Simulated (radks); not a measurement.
Values are calculated unless marked as measured or tabulated.
How relativity changes the ionisation of the aluminium ion Al+ ([Ne] 3s2) to Al2+ ([Ne] 3s1). Spin-unpolarised spherical Kohn-Sham, PBE, point nucleus unless stated (finite: rms radius 3.061 fm), a radial shooting solver on a logarithmic mesh with Libxc functionals. A level marked "c x" has the speed of light scaled by that factor.

level                        E(Al+) (hartree)  E(Al2+) (hartree)  IE (eV)   HOMO  <r> HOMO (bohr)
non-rel.                           -242.01288         -241.30759   19.192     3s            2.381
scalar-rel.                        -242.47297         -241.76644   19.225     3s            2.377
scalar-rel., finite nucleus        -242.47283         -241.76631   19.225     3s            2.377
Dirac                              -242.47319         -241.76667   19.225  3s1/2            2.377
Dirac, finite nucleus              -242.47305         -241.76653   19.225  3s1/2            2.377
Dirac, c x 1.5                     -242.21695         -241.51112   19.207  3s1/2            2.379
Dirac, c x 2                       -242.12757         -241.42197   19.200  3s1/2            2.380
Dirac, c x 3                       -242.06382         -241.35839   19.196  3s1/2            2.381

NIST Atomic Spectra Database: 18.829 eV (measured). The relativistic part of the total energy of Al+ is -0.4602 hartree (Dirac, finite nucleus), 0.19 % of the non-relativistic value. Spin polarisation and multiplet splitting of open shells are left out at every level.

Beside tabulated values, note that spin-unpolarised runs miss the spin-polarisation part of the exchange energy of open shells.
